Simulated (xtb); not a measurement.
C2H6OS, charge +1, doublet, geometry from GFN2-xTB (a state made from the parent by changing its charge; the spin is typed, not shown lowest); GFN2-xTB run with xtb.

The xtb input:
```
$ xtb mol.xyz --gfn 2 --chrg 1 --uhf 1 --json

# file mol.xyz
10

C     -1.30956027     0.64165426    -0.78188424
S      0.00505826    -0.41669803    -0.07959067
C      1.54492139     0.56256668    -0.18640788
O     -0.28988667    -0.66512662     1.30126565
H     -2.25756047     0.11057683    -0.72631947
H     -1.06745328     0.86084288    -1.81688002
H     -1.37449429     1.55165765    -0.18678638
H      1.41487689     1.47437405     0.39510721
H      2.36213553    -0.01741859     0.23740007
H      1.74849007     0.78282306    -1.22944318
```

It wrote (shortened):

```
   ID    Z sym.   atoms
    1    6 C      1, 3
    2   16 S      2
    3    8 O      4
    4    1 H      5-10

           -------------------------------------------------
          |                Calculation Setup                |
           -------------------------------------------------

           -------------------------------------------------
          |                 G F N 2 - x T B                 |
           -------------------------------------------------

          ...................................................
          :                      SETUP                      :
          :.................................................:
          :  # basis functions                  28          :
          :  # atomic orbitals                  27          :
          :  # shells                           15          :
          :  # electrons                        25          :
          :  max. iterations                   250          :
          :  Hamiltonian                  GFN2-xTB          :
          :  restarted?                      false          :
          :  GBSA solvation                  false          :
          :  PC potential                    false          :
          :  electronic temp.          300.0000000     K    :
          :  accuracy                    1.0000000          :
          :  -> integral cutoff          0.2500000E+02      :
          :  -> integral neglect         0.1000000E-07      :
          :  -> SCF convergence          0.1000000E-05 Eh   :
          :  -> wf. convergence          0.1000000E-03 e    :
          :  Broyden damping             0.4000000          :
          :  net charge                          1          :
          :  unpaired electrons                  1          :
          ...................................................

 iter      E             dE          RMSdq      gap      omega  full diag
   1    -14.2450770 -0.142451E+02  0.537E+00    6.46       0.0  T
   2    -14.2594686 -0.143916E-01  0.266E+00    6.21       1.0  T
   3    -14.2610825 -0.161396E-02  0.897E-01    6.12       1.0  T
   4    -14.2611755 -0.929581E-04  0.222E-01    6.08       1.0  T
   5    -14.2612769 -0.101357E-03  0.107E-01    6.10       1.0  T
   6    -14.2612871 -0.102184E-04  0.619E-02    6.09       1.0  T
   7    -14.2612898 -0.275348E-05  0.131E-02    6.09       2.4  T
   8    -14.2612899 -0.113722E-06  0.373E-03    6.09       8.5  T
   9    -14.2612900 -0.257968E-07  0.138E-03    6.09      22.9  T
  10    -14.2612900 -0.662325E-09  0.467E-04    6.09      67.7  T
  11    -14.2612900 -0.308358E-09  0.204E-04    6.09     155.0  T

   *** convergence criteria satisfied after 11 iterations ***

         :::::::::::::::::::::::::::::::::::::::::::::::::::::
         ::                     SUMMARY                     ::
         :::::::::::::::::::::::::::::::::::::::::::::::::::::
         :: total energy             -14.121257336968 Eh    ::
         :: gradient norm              0.000032097781 Eh/a0 ::
         :: HOMO-LUMO gap              6.091729299368 eV    ::
         ::.................................................::
         :: SCC energy               -14.261287305763 Eh    ::
         :: -> isotropic ES            0.125824186305 Eh    ::
         :: -> anisotropic ES         -0.006700800958 Eh    ::
         :: -> anisotropic XC          0.007905420775 Eh    ::
         :: -> dispersion             -0.004256221080 Eh    ::
         :: repulsion energy           0.140029968795 Eh    ::
         :: add. restraining           0.000000000000 Eh    ::
         :: total charge               1.000000000000 e     ::
         :::::::::::::::::::::::::::::::::::::::::::::::::::::

           -------------------------------------------------
          |                Property Printout                |
           -------------------------------------------------

    * Orbital Energies and Occupations

[...]
        11        2.0000           -0.6921604             -18.8346
        12        2.0000           -0.6547934             -17.8178
        13        1.0000           -0.6080435             -16.5457 (HOMO)
        14                         -0.3841765             -10.4540 (LUMO)
        15                         -0.3720322             -10.1235
        16                         -0.3428591              -9.3297
        17                         -0.1838395              -5.0025
        18                         -0.1526693              -4.1543
        19                         -0.1123625              -3.0575
        20                         -0.0483902              -1.3168
        21                         -0.0432697              -1.1774
        22                          0.0045509               0.1238
        23                          0.0051893               0.1412
        24                          0.0405055               1.1022
       ...                                ...                  ...
        27                          0.7996222              21.7588
      -------------------------------------------------------------
                  HL-Gap            0.2238669 Eh            6.0917 eV
             Fermi-level           -0.5637642 Eh          -15.3408 eV

     #   Z          covCN         q      C6AA      α(0)
     1   6 C        3.743    -0.189    24.284     7.030
     2  16 S        2.797     0.844   111.235    17.751
     3   6 C        3.743    -0.189    24.284     7.030
     4   8 O        0.860    -0.344    20.599     6.085
     5   1 H        0.925     0.150     1.390     1.844
     6   1 H        0.925     0.135     1.498     1.914
     7   1 H        0.925     0.154     1.367     1.829
     8   1 H        0.925     0.154     1.367     1.829
     9   1 H        0.925     0.150     1.390     1.844
    10   1 H        0.925     0.135     1.498     1.914

 Mol. C6AA /au·bohr⁶  :       1021.486375
 Mol. C8AA /au·bohr⁸  :      29368.512921
 Mol. α(0) /au        :         49.069643

Wiberg/Mayer (AO) data.
largest (>0.10) Wiberg bond orders for each atom

 ---------------------------------------------------------------------------
     #   Z sym  total        # sym  WBO       # sym  WBO       # sym  WBO
 ---------------------------------------------------------------------------
     1   6 C    3.912 --     6 H    0.964     5 H    0.954     7 H    0.932
                             2 S    0.873
     2  16 S    3.772 --     4 O    1.923     1 C    0.873     3 C    0.873
     3   6 C    3.912 --    10 H    0.964     9 H    0.954     8 H    0.932
                             2 S    0.873
     4   8 O    2.162 --     2 S    1.923
     5   1 H    0.977 --     1 C    0.954
     6   1 H    0.982 --     1 C    0.964
     7   1 H    0.976 --     1 C    0.932
     8   1 H    0.976 --     3 C    0.932
     9   1 H    0.977 --     3 C    0.954
    10   1 H    0.982 --     3 C    0.964
 ---------------------------------------------------------------------------

Topologies differ in total number of bonds
Writing topology from bond orders to xtbtopo.mol

molecular dipole:
                 x           y           z       tot (Debye)
 q only:        0.328       0.662      -1.483
   full:        0.318       0.726      -1.428       4.150
molecular quadrupole (traceless):
                xx          xy          yy          xz          yz          zz
 q only:        5.564      -0.342      -0.965       2.239       0.707      -4.599
  q+dip:        5.365      -0.462      -0.661       2.238       1.351      -4.704
   full:        5.550      -0.442      -0.386       2.376       1.264      -5.164

           -------------------------------------------------
          | TOTAL ENERGY              -14.121257336968 Eh   |
          | GRADIENT NORM               0.000032097781 Eh/α |
          | HOMO-LUMO GAP               6.091729299368 eV   |
           -------------------------------------------------

normal termination of xtb
```
